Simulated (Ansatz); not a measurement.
Relaxation of F4GeH2 (7 atoms, charge 0, multiplicity 1), to a largest force component of 0.03 eV/Å in at most 50 steps.

These are results of RKS PBE/def2-SVP in Ansatz, not measurements.

```xyz
7
Properties=species:S:1:pos:R:3
Ge 0.194 0.000 -0.064
H 0.099 0.000 1.478
F 1.858 0.000 -0.555
F -0.509 1.404 -0.792
F -0.509 -1.404 -0.792
F -2.327 0.000 1.324
H -1.692 0.000 2.005
```

Problem. Where does it end, and by what steps?

Solution. It converged. The force dipped under the threshold on the way, but the program's further checks kept it going. After 29 steps the energy has fallen by 0.356 eV; H7 moved furthest, 1.18 Å.

```csv
step,energy less start (eV),largest force component (eV/Å),accepted
0,0.0000,0.277,yes
2,-0.0392,1.840,yes
4,-0.0968,0.112,yes
6,-0.0993,0.035,yes
8,-0.0996,0.092,yes
10,-0.1021,0.411,yes
12,-0.1096,0.248,yes
14,-0.0939,1.396,no
16,-0.1371,0.232,yes
18,-0.1400,1.824,no
20,-0.1848,0.427,yes
22,-0.2354,1.521,yes
24,-0.3310,0.584,yes
26,-0.3514,0.143,yes
28,-0.3552,0.029,yes
29,-0.3558,0.023,yes
```

```xyz
7
Properties=species:S:1:pos:R:3
Ge 0.232 0.123 0.116
H 0.707 0.364 1.548
F 1.576 -0.312 -0.893
F -0.515 1.457 -0.692
F -0.849 -1.262 -0.080
F -1.998 0.203 1.574
H -2.039 -0.574 1.031
```

Run time: 48 s on 2 threads of Arm Neoverse V1, on a shared host, peak memory 0.13 GiB.
